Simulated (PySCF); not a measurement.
**Correlation energy of I(41+) (iodine, charge +41)**

Starting occupation: [Ne] 3s2. Computed with PySCF 2.14 in an uncontracted even-tempered set (18 s from 3.1 bohr⁻², ratio 2.6; 14 p from 4 bohr⁻², ratio 2.6; 6 d from 4.1 bohr⁻², ratio 2.8; 4 f from 58 bohr⁻², ratio 2.8), with X2C-1e with screened-nucleus spin-orbit coupling, Gaussian nucleus. Frozen: 1s2; 10 electrons correlated; the 54 highest virtual spinors left out.

MP2 pair energies summed by pair of shells (mhartree):

| pair | energy | share (%) |
| --- | --- | --- |
| 3s1/2-3s1/2 | -109.69 | 23.4 |
| 2p1/2-2p3/2 | -99.35 | 21.2 |
| 2p3/2-2p3/2 | -94.82 | 20.2 |
| 2p3/2-2s1/2 | -41.00 | 8.7 |
| 2p3/2-3s1/2 | -40.58 | 8.7 |
| 2p1/2-2p1/2 | -23.24 | 5.0 |
| 2p1/2-2s1/2 | -21.08 | 4.5 |
| 2p1/2-3s1/2 | -18.65 | 4.0 |
| 2s1/2-2s1/2 | -10.99 | 2.3 |
| 2s1/2-3s1/2 | -9.19 | 2.0 |

Total MP2 correlation energy: -468.60 mhartree.

The virtual space was cut to 56 spinors, which keep -413.48 of the -468.60 mhartree of MP2 correlation.

```
level  correlation energy (mhartree)
 CCSD                        -444.59
```

Diagnostics: T1 = 0.00019, largest double amplitude 0.085.

Cost of the coupled-cluster step: of the order of 16 core-seconds, for 10 occupied and 56 virtual spinors.

The coupled-cluster values are those of the cut space; adding the MP2 remainder, -55.12 mhartree, estimates the full space.

At this charge the one-electron X2C treatment keeps the bare 1/r₁₂, with no two-electron picture change or Breit term. The effect here is smaller than on the frozen 1s shell.
